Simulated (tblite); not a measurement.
Species: C3H6Al2Cl3F.
Atom-mapped SMILES: `[CH2:1]=[CH:2][CH2:3][Al@H-:4]1[Cl+:5][Al@@-:6]([F:7])([Cl:8])[Cl+:9]1` (hydrogens: H10, H11 on C1; H12 on C2; H13, H14 on C3; H15 on Al4)
Bond orders are those of one Lewis drawing.

Computed with GFN2-xTB (tblite), gas phase: L-BFGS steps from a force-field or distance-geometry start until the largest atomic force falls under 0.01 eV/Å.

Step 10: E = -824.5562 eV
```
atom  x, y, z in Å  |  force x, y, z in eV/Å
C1     -3.2660   -0.1124    0.3622   -0.187  -0.082  -0.003
C2     -2.1361    0.3947   -0.0901    0.403   0.287  -0.219
C3     -0.8750    0.4951    0.7258   -0.176  -0.044  -0.034
Al4     0.5225   -0.6516   -0.1241   -0.007   0.033  -0.016
Cl5     1.8612    0.5219   -1.4584   -0.164   0.009  -0.083
Al6     3.6259    0.0473   -0.2574    0.221   0.250   0.126
F7      4.4100   -1.1462   -1.0783    0.027  -0.122  -0.065
Cl8     4.6545    1.6301    0.4961   -0.222  -0.187  -0.069
Cl9     2.2954   -0.9873    1.1586   -0.120  -0.061   0.061
H10    -3.3537   -0.5019    1.3614    0.063  -0.038   0.093
H11    -4.1649   -0.1681   -0.2254    0.011   0.017  -0.130
H12    -2.0773    0.7992   -1.1061   -0.053  -0.145   0.317
H13    -1.1208    0.1196    1.7265    0.056  -0.030   0.137
H14    -0.6283    1.5584    0.8712    0.035  -0.004  -0.140
H15     0.2483   -1.9910   -0.8479    0.113   0.116   0.024
```

Step 11: E = -824.5674 eV
```
atom  x, y, z in Å  |  force x, y, z in eV/Å
C1     -3.2667   -0.1154    0.3621   -0.112  -0.043  -0.001
C2     -2.1333    0.3956   -0.0829    0.213   0.175  -0.101
C3     -0.8758    0.5025    0.7317   -0.081  -0.060  -0.014
Al4     0.5191   -0.6479   -0.1249    0.089   0.028  -0.008
Cl5     1.8566    0.5148   -1.4767   -0.105  -0.019   0.042
Al6     3.6258    0.0535   -0.2561    0.084   0.073   0.063
F7      4.3970   -1.1518   -1.0779    0.012  -0.059  -0.030
Cl8     4.6468    1.6325    0.4995   -0.183  -0.123  -0.042
Cl9     2.2940   -1.0058    1.1627   -0.112   0.048  -0.055
H10    -3.3651   -0.5072    1.3609    0.074  -0.017   0.042
H11    -4.1592   -0.1644   -0.2365    0.016  -0.003  -0.104
H12    -2.0774    0.7970   -1.0957   -0.026  -0.085   0.200
H13    -1.1079    0.1258    1.7370    0.028   0.013   0.087
H14    -0.6331    1.5693    0.8650    0.045  -0.050  -0.111
H15     0.2747   -1.9904   -0.8542    0.059   0.122   0.031
```

Step 12: E = -824.5718 eV
```
atom  x, y, z in Å  |  force x, y, z in eV/Å
C1     -3.2670   -0.1163    0.3613   -0.021  -0.005  -0.005
C2     -2.1311    0.3978   -0.0805    0.011   0.035   0.036
C3     -0.8774    0.5037    0.7338    0.007  -0.056   0.016
Al4     0.5188   -0.6462   -0.1253    0.101   0.041   0.006
Cl5     1.8524    0.5130   -1.4821   -0.059  -0.025   0.084
Al6     3.6286    0.0561   -0.2551   -0.029  -0.072  -0.005
F7      4.3934   -1.1546   -1.0783   -0.004  -0.023  -0.009
Cl8     4.6412    1.6313    0.5000   -0.120  -0.027   0.002
Cl9     2.2911   -1.0107    1.1640   -0.086   0.085  -0.090
H10    -3.3664   -0.5088    1.3610    0.065  -0.004  -0.003
H11    -4.1570   -0.1633   -0.2420    0.029  -0.011  -0.078
H12    -2.0779    0.7949   -1.0897    0.000  -0.015   0.060
H13    -1.1036    0.1274    1.7417    0.014   0.036   0.053
H14    -0.6333    1.5712    0.8604    0.052  -0.058  -0.088
H15     0.2837   -1.9875   -0.8552    0.037   0.099   0.020
```

Problem. Estimate the geometry and energy of step 13. (The exact step hangs on the optimiser's Hessian estimate; all steps are aligned on step 12, rigid shifts and turns removed.)

Solution. E = -824.5745 eV, largest force 0.176 eV/Å
```
atom  x, y, z in Å  |  force x, y, z in eV/Å
C1     -3.2672   -0.1167    0.3606    0.042   0.018  -0.006
C2     -2.1299    0.3997   -0.0790   -0.107  -0.060   0.114
C3     -0.8784    0.5026    0.7348    0.059  -0.044   0.036
Al4     0.5204   -0.6446   -0.1254    0.070   0.049   0.017
Cl5     1.8489    0.5124   -1.4823   -0.025  -0.016   0.082
Al6     3.6302    0.0560   -0.2547   -0.089  -0.145  -0.045
F7      4.3926   -1.1565   -1.0789   -0.013  -0.008   0.001
Cl8     4.6362    1.6299    0.5000   -0.079   0.032   0.030
Cl9     2.2877   -1.0105    1.1632   -0.055   0.087  -0.081
H10    -3.3645   -0.5093    1.3612    0.046   0.000  -0.029
H11    -4.1556   -0.1631   -0.2458    0.038  -0.014  -0.054
H12    -2.0783    0.7936   -1.0860    0.019   0.033  -0.033
H13    -1.1020    0.1282    1.7447    0.008   0.048   0.031
H14    -0.6318    1.5701    0.8563    0.057  -0.054  -0.069
H15     0.2872   -1.9838   -0.8548    0.029   0.073   0.007
```

The energy changes by -0.0027 eV. The first-order estimate −F·Δx gives -0.0036 eV and the mean of the old and new forces, exact on a quadratic surface, -0.0027 eV. The step makes an angle of 37° with the force vector and moves no atom by more than 0.005 Å.

The cost below is that of the whole relaxation. On an AMD EPYC 9R14 with one thread, shared host with 96 logical CPUs at a one-minute load of 44, this took 2.3 s.
